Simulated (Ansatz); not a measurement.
`C[NH][Ga]([F])[F]` + H₂Se → `[F][Ga]([F])[SeH]` + CH₃NH₂ at 400 K and 1 bar (ligand exchange at a Ga–N bond).

Computed with Ansatz on PBE0-D4/def2-TZVP structures; ΔE is electronic, products minus reactants. CCSD(T)/CBS is the MP2 limit (def2-TZVPP, def2-QZVPP) plus CCSD(T) − MP2 in def2-TZVPP, frozen cores. For Ga, Se outer-core shells are correlated without core-valence functions, which leaves a few kJ/mol of doubt a bond. Scalar relativity is left out up to krypton. One conformer a species, not always the lowest.

```
            species  CCSD(T)/CBS energy (Eh)  H − E (kJ/mol)  S (J/(mol·K))
`C[NH][Ga]([F])[F]`              -2218.78622           186.0          390.5
               H₂Se              -2401.89790            49.4          229.5
`[F][Ga]([F])[SeH]`              -4524.95394            59.9          367.1
             CH₃NH₂                -95.75281           185.4          256.0
```

H − E and S are ideal-gas, rigid-rotor, harmonic terms from PBE0-D4/def2-TZVP, for one conformer and one mirror image of each species. 1 Eh = 2625.50 kJ/mol, R = 8.31446 J/(mol·K).

**Question.** By hand: ΔE, ΔH, ΔS and ΔG.

**Answer.** ΔE = (-4524.95394) + (-95.75281) − (-2218.78622) − (-2401.89790) = -0.02263 Eh = -59.4 kJ/mol. Δ(H − E) = 59.9 + 185.4 − 186.0 − 49.4 = 9.9, so ΔH = -49.5 kJ/mol. ΔS = 367.1 + 256.0 − 390.5 − 229.5 = 3.1 J/(mol·K). ΔG = -49.5 − 400 × (3.1)/1000 = -50.7 kJ/mol.

**Question.** By hand: the equilibrium constant, and the temperature at which ΔG would vanish if ΔH and ΔS stayed fixed.

**Answer.** log₁₀ K = −ΔG/(RT ln 10) = 6.6. ΔH and −TΔS have one sign here, so there is no such temperature.

The number of gas molecules stays the same, so ΔS is small and ΔH decides. A doubt of 5 kJ/mol in ΔE shifts log₁₀ K by 0.7 here. Other conformers and mirror images would add mixing entropy, several J/(mol·K) or more a flexible species. These are equilibria of isolated gas molecules and say nothing of rates. Largest T1 diagnostic: 0.013 (customary marks: 0.02 for closed shells, 0.045 for open ones).

ΔS is within the doubt of such terms, so its sign, and with it that verdict, could turn.
